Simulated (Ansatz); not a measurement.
Reaction (ligand exchange at the Au–Cl bond): `[Cl][Au]` + HBr → `[Br][Au]` + HCl

Isolated molecules relaxed with PBE0-D4/def2-TZVP in Ansatz; ΔE leaves out vibrations. CCSD(T)/CBS adds triple-zeta CCSD(T) − MP2 to the extrapolated MP2 energy (def2 sets, frozen cores). This one scheme is used for every species. Functionals use def2-TZVPP. def2 core potentials past Kr. For Au, Br outer-core shells are correlated without core-valence functions, which leaves a few kJ/mol of doubt a bond. Scalar relativity is left out up to krypton.

```
        level  ΔE (eV)
      r2SCAN0    -0.40
MP2/CBS(def2)    -0.42
```

(1) What does CCSD(T)/CBS give? (An estimate is asked.)

Largest T1 diagnostic among the species: 0.025, so the coupled-cluster value is less sure than usual.

Answers

(1) Ansatz gave: -0.40 eV. The listed levels differ from it by 0.00, -0.02 eV.

From BLYP to BHLYP (50 % exact exchange), in def2-TZVPP and without D4, ΔE moves by −0.05 eV. Leaving LDA and LC-ωPBE aside and taking each functional with its dispersion term where it has one, the values, not all of them listed here, spread over 0.07 eV, from PBE-QIDH to B97M-V.
